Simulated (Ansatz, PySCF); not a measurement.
System: InCl, charge 0, multiplicity 1. 
Geometry from a B3LYP-D3(BJ)/def2-TZVP (Ansatz, an electronic-structure program) optimisation:
SMILES: [Cl][In]
```xyz
2

In     0.0000     0.0000    -0.6288
Cl     0.0000     0.0000     1.8123
```

Quantity: atomisation energy (electronic, to ground-state atoms), in eV. Valence correlation only, unless marked. Open shells are spin-unrestricted. No spin-orbit coupling. The frozen core is the preceding noble-gas configuration, with the filled d and f shells of earlier blocks. Past Kr the def2 sets carry scalar-relativistic core potentials. The coupled-cluster limit lacks core correlation, which all-electron functionals hold. CBS(X,Y): correlation extrapolated as X^-3; Hartree-Fock from the larger set.

```json
[
 {"level": "HF/def2-TZVPPD", "program": "Ansatz", "atomisation energy (eV)": "3.41", "minus last row": "-1.25"},
 {"level": "r2SCAN/def2-TZVPD", "program": "Ansatz", "atomisation energy (eV)": "4.68", "minus last row": "0.02"},
 {"level": "B97M-V/def2-TZVPD", "program": "Ansatz", "atomisation energy (eV)": "4.82", "minus last row": "0.16"},
 {"level": "PBE0-D3(BJ)/def2-TZVPD", "program": "Ansatz + dftd3", "atomisation energy (eV)": "4.62", "minus last row": "-0.04"},
 {"level": "PBE0-D4/def2-TZVPD", "program": "Ansatz + dftd4", "atomisation energy (eV)": "4.62", "minus last row": "-0.04"},
 {"level": "PBE0/def2-TZVPD", "program": "Ansatz", "atomisation energy (eV)": "4.58", "minus last row": "-0.08"},
 {"level": "r2SCAN0-D4/def2-TZVPD", "program": "Ansatz + dftd4", "atomisation energy (eV)": "4.55", "minus last row": "-0.11"},
 {"level": "PW6B95-D3(BJ)/def2-TZVPD", "program": "PySCF + dftd3", "atomisation energy (eV)": "4.70", "minus last row": "0.04"},
 {"level": "MN15-D3(BJ)/def2-TZVPD", "program": "PySCF + dftd3", "atomisation energy (eV)": "4.64", "minus last row": "-0.02"},
 {"level": "HSE06-D4/def2-TZVPD", "program": "Ansatz + dftd4", "atomisation energy (eV)": "4.62", "minus last row": "-0.04"},
 {"level": "CAM-B3LYP/def2-TZVPD", "program": "Ansatz", "atomisation energy (eV)": "4.50", "minus last row": "-0.16"},
 {"level": "LC-wPBE-D3(BJ)/def2-TZVPD", "program": "Ansatz + dftd3", "atomisation energy (eV)": "4.50", "minus last row": "-0.16"},
 {"level": "wB97X/def2-TZVPD", "program": "Ansatz", "atomisation energy (eV)": "4.71", "minus last row": "0.05"},
 {"level": "B2GP-PLYP-D4/def2-TZVPD", "program": "Ansatz + dftd4", "atomisation energy (eV)": "4.56", "minus last row": "-0.10"},
 {"level": "B2PLYP-D3(BJ)/def2-TZVPD", "program": "Ansatz + dftd3", "atomisation energy (eV)": "4.59", "minus last row": "-0.07"},
 {"level": "MP2/def2-TZVPP", "program": "Ansatz", "atomisation energy (eV)": "4.64", "minus last row": "-0.02"},
 {"level": "RI-MP2/def2-TZVPPD", "program": "Ansatz", "atomisation energy (eV)": "4.67", "minus last row": "0.01"},
 {"level": "CCSD/def2-QZVPPD", "program": "Ansatz", "atomisation energy (eV)": "4.45", "minus last row": "-0.21"},
 {"level": "CCSD/CBS(def2-TZVPP,def2-QZVPP)", "program": "Ansatz", "atomisation energy (eV)": "4.53", "minus last row": "-0.13"},
 {"level": "CCSD(T)/def2-QZVPPD", "program": "Ansatz", "atomisation energy (eV)": "4.58", "minus last row": "-0.08"},
 {"level": "CCSD(T)/CBS(def2-TZVPPD,def2-QZVPPD)", "program": "Ansatz", "atomisation energy (eV)": "4.66", "minus last row": "0.00"}
]
```
